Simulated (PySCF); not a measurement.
Task: Give a PBE0-D3(BJ)/def2-SVP geometry of `C=C(C)[C@H]([AsH2])CCC`.

Result: 
```
atom  x, y, z in Å
C1    -2.5334   -1.1100    1.1964
C2    -1.7696   -0.6573    0.1933
C3    -2.1069   -0.9374   -1.2428
C4    -0.5373    0.1614    0.4701
As5   -0.8857    2.0589   -0.1112
C6     0.7191   -0.3815   -0.2121
C7     2.0126    0.3111    0.1953
C8     3.2452   -0.3221   -0.4291
H9    -2.2807   -0.9061    2.2409
H10   -3.4377   -1.6942    1.0049
H11   -3.0746   -1.4490   -1.3343
H12   -2.1500   -0.0071   -1.8344
H13   -1.3404   -1.5727   -1.7159
H14   -0.3740    0.1894    1.5577
H15    0.0698    2.7043    0.8882
H16   -2.0743    2.2463    0.8242
H17    0.6106   -0.3227   -1.3096
H18    0.7971   -1.4581    0.0277
H19    1.9685    1.3777   -0.0862
H20    2.1004    0.2965    1.2962
H21    3.1981   -0.2856   -1.5294
H22    3.3410   -1.3809   -0.1392
H23    4.1668    0.1929   -0.1189
```

Orientation and origin are arbitrary. Atoms count from 1 in this order. As5 (arsenic bonded to C and 2 H) is pyramidal (angles 95.8°, 94.2° and 92.0°, sum 282.0°, 0.89 Å off the plane of its three neighbours). Of the pairs four or more bonds apart, H9···H14 is among the closest relative to their van der Waals radii: 2.30 Å, 96 % of the sum of Bondi's values. The 6 C–C bonds span 1.340 Å (C1=C2, drawn double) to 1.529 Å (C4–C6, drawn single), a spread of 0.189 Å.

Bonds between heavy atoms (Å): C1=C2 1.340, C2–C3 1.502, C2–C4 1.505, C4–As5 2.015, C4–C6 1.529, C6–C7 1.523, C7–C8 1.520.

Level of theory: PBE0-D3(BJ)/def2-SVP geometry optimisation, gas phase in PySCF 2.14.0.

Point group: C1 (no symmetry element, even within 0.4 Å). Not checked by PBE0-D3(BJ)/def2-SVP frequencies. The numbers are those of one conformer (C1–C2–C4–As5 -110°, C2–C4–As5–H 152° and 59°, C2–C4–C6–C7 -172°, C4–C6–C7–C8 176°).

The run took 6.8 min on one thread, x86-64 server, on a shared host. This is the geometry optimisation.
